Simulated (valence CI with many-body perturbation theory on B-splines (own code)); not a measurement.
# Os²⁵⁺: E2, M1 decay

Method: configuration interaction combined with many-body perturbation theory (CI+MBPT): five valence electrons over a frozen Dirac-Fock core [Kr] 4d10, a basis of 7 s, 7 p, 7 d, 7 f, 4 g, 2 h functions for each j, with the one-electron correlation potential Σ1, the two-electron term Σ2, the three-electron term Σ3, Breit, model QED; selected CI, second order for the rest, scaled by the run's own slope (own B-spline code, finite nucleus).

No measured spectrum was set against this ion. As an estimate, terms of the open shell hold to a few per cent of their energy, and close levels can change places. Among the levels kept, up to 990 cm⁻¹ of a level comes from second order outside the variational space, and about a tenth of that is noise between levels of different J, which matters for small intervals. Only levels of the ground parity were solved; by the run's estimate the other parity begins above the list, which can be wrong where configurations are misplaced.

Lines 51 to 100 of 120 in falling wavelength, among levels below 317650 cm⁻¹, chosen from the decays that carry over 1 % of a level's rate. Wavelengths and rates use the calculated energies, so an error of 2000 cm⁻¹ moves a line at 376.6 nm by 7.5 % and its rate by three times that or more. Electric multipoles are in the length gauge, E1 and E2 with the static RPA response of the core. S is in atomic units (e²a₀⁴ for E2 and M2, e²a₀⁶ for E3), for M1 in squared Bohr magnetons. Weak lines are less certain than strong ones. Lines between different terms over intervals too small for the method are left out, as are lines whose strength nearly cancels. Where a level lies close to another of its J and parity, the split of strength between their lines is uncertain.

Names give the largest LS component (configuration and term), which can be under half, so a name can repeat, a term be missing and a line seem to break the LS rules; names also repeat where a configuration has a term twice. Letters in brackets count levels of one name in rising energy.

| λ vac (nm) | Upper | Lower | Type | A (s⁻¹) | S (a.u.) |
| --- | --- | --- | --- | --- | --- |
| 379.1 | 4f5 6F°_5/2 [b] | 4f5 6F°_3/2 | M1 | 3.39e+02 | 4.10e+00 |
| 376.6 | 4f5 6F°_5/2 [a] | 4f5 6H°_5/2 | M1 | 2.00e+02 | 2.38e+00 |
| 370.0 | 4f5 4I°_9/2 [a] | 4f5 6F°_7/2 | M1 | 9.07e+00 | 1.70e-01 |
| 368.4 | 4f5 6F°_5/2 [b] | 4f5 6F°_5/2 [a] | M1 | 2.16e+02 | 2.40e+00 |
| 366.0 | 4f5 6F°_3/2 | 4f5 6H°_5/2 | M1 | 6.89e+01 | 5.01e-01 |
| 355.2 | 4f5 4I°_11/2 [a] | 4f5 4I°_9/2 [a] | M1 | 5.27e+02 | 1.05e+01 |
| 347.2 | 4f5 6F°_1/2 | 4f5 6H°_5/2 | E2 | 1.27e-02 | 1.14e-02 |
| 346.5 | 4f5 4M°_17/2 | 4f5 6H°_15/2 | M1 | 1.59e+02 | 4.42e+00 |
| 335.2 | 4f5 4H°_11/2 [a] | 4f5 6F°_11/2 | M1 | 4.28e+01 | 7.18e-01 |
| 330.5 | 4f5 4K°_13/2 | 4f5 6F°_11/2 | M1 | 1.57e+01 | 2.93e-01 |
| 329.5 | 4f5 2K°_15/2 [a] | 4f5 4M°_15/2 | M1 | 5.42e+02 | 1.15e+01 |
| 326.0 | 4f5 2G°_9/2 [a] | 4f5 6F°_11/2 | M1 | 3.74e+01 | 4.80e-01 |
| 322.8 | 4f5 4P°_5/2 [a] | 4f5 6F°_7/2 | M1 | 1.58e+02 | 1.18e+00 |
| 316.7 | 4f5 4L°_13/2 | 4f5 6H°_11/2 | M1 | 1.63e+02 | 2.68e+00 |
| 313.2 | 4f5 4F°_5/2 [a] | 4f5 6F°_5/2 [b] | M1 | 2.23e+02 | 1.52e+00 |
| 310.3 | 4f5 4G°_7/2 [a] | 4f5 6F°_7/2 | M1 | 1.74e+02 | 1.54e+00 |
| 309.9 | 4f5 4K°_11/2 [a] | 4f5 6H°_11/2 | M1 | 2.15e+02 | 2.85e+00 |
| 305.4 | 4f5 4F°_3/2 [a] | 4f5 6F°_1/2 | M1 | 5.67e+02 | 2.40e+00 |
| 298.3 | 4f5 4H°_7/2 [a] | 4f5 6F°_5/2 [b] | M1 | 2.68e+01 | 2.11e-01 |
| 297.0 | 4f5 6F°_11/2 | 4f5 6H°_9/2 | M1 | 8.59e+00 | 1.00e-01 |
| 296.0 | 4f5 4G°_9/2 [a] | 4f5 6F°_9/2 | M1 | 1.22e+01 | 1.17e-01 |
| 292.9 | 4f5 4L°_17/2 | 4f5 4M°_15/2 | M1 | 2.58e+00 | 4.32e-02 |
| 292.2 | 4f5 4F°_3/2 [a] | 4f5 6F°_3/2 | M1 | 2.45e+02 | 9.07e-01 |
| 285.8 | 4f5 4F°_3/2 [a] | 4f5 6F°_5/2 [a] | M1 | 1.54e+01 | 5.35e-02 |
| 264.2 | 4f5 4L°_15/2 | 4f5 6H°_15/2 | M1 | 8.69e+00 | 9.51e-02 |
| 263.5 | 4f5 6F°_7/2 | 4f5 6H°_5/2 | M1 | 1.87e+00 | 1.01e-02 |
| 253.7 | 4f5 4H°_11/2 [a] | 4f5 6F°_9/2 | M1 | 8.02e+01 | 5.83e-01 |
| 248.3 | 4f5 2G°_9/2 [a] | 4f5 6F°_9/2 | M1 | 2.85e+02 | 1.62e+00 |
| 246.6 | 4f5 6F°_5/2 [b] | 4f5 6H°_7/2 | M1 | 4.56e+02 | 1.52e+00 |
| 246.5 | 4f5 4I°_9/2 [a] | 4f5 6H°_9/2 | M1 | 1.78e+02 | 9.87e-01 |
| 241.2 | 4f5 4K°_11/2 [a] | 4f5 6H°_9/2 | M1 | 3.82e+02 | 2.39e+00 |
| 240.3 | 4f5 4P°_5/2 [a] | 4f5 6F°_3/2 | M1 | 2.61e+01 | 8.05e-02 |
| 236.0 | 4f5 4P°_5/2 [a] | 4f5 6F°_5/2 [a] | M1 | 5.17e+02 | 1.51e+00 |
| 227.7 | 4f5 4K°_13/2 | 4f5 6H°_15/2 | M1 | 6.44e+00 | 3.95e-02 |
| 227.6 | 4f5 2K°_15/2 [a] | 4f5 6H°_15/2 | M1 | 7.79e+01 | 5.45e-01 |
| 225.6 | 4f5 4G°_9/2 [a] | 4f5 6F°_7/2 | M1 | 6.34e+01 | 2.70e-01 |
| 218.5 | 4f5 4G°_7/2 [a] | 4f5 6H°_9/2 | M1 | 5.19e+02 | 1.60e+00 |
| 212.7 | 4f5 4H°_11/2 [a] | 4f5 6H°_13/2 | M1 | 2.65e+01 | 1.14e-01 |
| 210.9 | 4f5 4K°_13/2 | 4f5 6H°_13/2 | M1 | 5.28e+01 | 2.57e-01 |
| 210.7 | 4f5 2K°_15/2 [a] | 4f5 6H°_13/2 | M1 | 2.79e+02 | 1.55e+00 |
| 209.7 | 4f5 4F°_5/2 [a] | 4f5 6F°_7/2 | M1 | 1.81e+02 | 3.72e-01 |
| 209.5 | 4f5 4L°_17/2 | 4f5 6H°_15/2 | M1 | 4.07e+00 | 2.49e-02 |
| 208.2 | 4f5 2P°_1/2 [a] | 4f5 6F°_1/2 | M1 | 2.01e+02 | 1.34e-01 |
| 205.5 | 4f5 4G°_9/2 [a] | 4f5 6H°_11/2 | M1 | 1.79e+02 | 5.76e-01 |
| 202.9 | 4f5 4H°_7/2 [a] | 4f5 6F°_7/2 | M1 | 1.25e+02 | 3.09e-01 |
| 202.0 | 4f5 2P°_1/2 [a] | 4f5 6F°_3/2 | M1 | 7.19e+02 | 4.39e-01 |
| 196.8 | 4f5 2G°_9/2 [a] | 4f5 6F°_7/2 | M1 | 3.15e+02 | 8.90e-01 |
| 195.7 | 4f5 6P°_3/2 | 4f5 6F°_1/2 | M1 | 2.11e+01 | 2.34e-02 |
| 192.9 | 4f5 4I°_9/2 [a] | 4f5 6H°_7/2 | M1 | 6.34e+02 | 1.69e+00 |
| 190.2 | 4f5 6P°_3/2 | 4f5 6F°_3/2 | M1 | 1.52e+02 | 1.55e-01 |
